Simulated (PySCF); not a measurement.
Molecule: `[PH3+][SiH2]CF`, [CH7FPSi]+.

Bonds (- single, = double, # triple, : aromatic): F1-C2, C2-Si3, Si3-P4. C2 carries H5, H6; Si3 carries H7, H8; P4 carries H9, H10, H11. Formal charges: P4 +1.

Total charge +1.

Frames of a GFN2-xTB Langevin trajectory at 400 K; GIAO PBE0/pcSseg-1 shieldings in PySCF, gas phase, non-relativistic; equivalent atoms averaged within each frame.

Shifts are taken against calculated references (same method and geometry level): ¹⁹F (σ = 170.95 ppm) vs CFCl3; TMS for ¹³C (σ = 186.93 ppm), ²⁹Si (σ = 349.16 ppm), ¹H (σ = 31.72 ppm); ³¹P (σ = 318.38 ppm) against H3PO4. The references are static minima.

How do the shifts (ppm) fluctuate along the trajectory?

Results:


```
         time (fs)      F1    C2    Si3      P4  H7/H8  H5/H6  H9/H10/H11
               250  -254.4  78.2  -24.8  -187.2   6.22   6.14        5.19
               425  -224.0  76.8   28.5  -191.4   7.32   5.11        5.00
               625  -291.0  77.3   -8.1  -190.9   5.83   6.26        5.15
               800  -278.0  83.8  -26.6  -160.0   5.94   6.22        5.67
              1000  -186.0  93.0    0.5  -156.5   6.03   6.05        5.50
    mean of frames  -246.7  81.8   -6.1  -177.2   6.27   5.96        5.30
standard deviation    42.4   6.9   22.5    17.4   0.61   0.48        0.28
```

5 frames give an uncertainty of the mean of about the standard deviation over 2.2 at best, since frames this close in time may not be independent; classical motion lacks zero-point vibration, and the reference would need the same averaging.
